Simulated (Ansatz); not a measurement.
Input for Ansatz (a quantum-chemistry and plane-wave program): R-PBE/def2-TZVPP on ClGeH3O (SMILES [OH][GeH2][Cl]), a point of a torsion scan.

Ansatz 0.2 input:
```yaml
crystal:
  periodic: [false, false, false]
  atoms:
    - {symbol: O, position_ang: [1.24483436, 0.05024112, -0.47892171]}
    - {symbol: Ge, position_ang: [-0.38713158, -0.18911413, 0.07878211]}
    - {symbol: Cl, position_ang: [-1.00940285, -1.86185060, -0.97548161]}
    - {symbol: H, position_ang: [1.89126264, 0.44379118, 0.10140881]}
    - {symbol: H, position_ang: [-1.20433010, 1.02135483, -0.29623673]}
    - {symbol: H, position_ang: [-0.38255937, -0.43955485, 1.57038935]}
basis:
  gaussian:
    orbitals: def2-TZVPP
hamiltonian:
  xc: {name: PBE}
scf: {lower_state_search: off}
```

Problem. What total energy does the run end on?

Solution. -2613.7471 hartree.
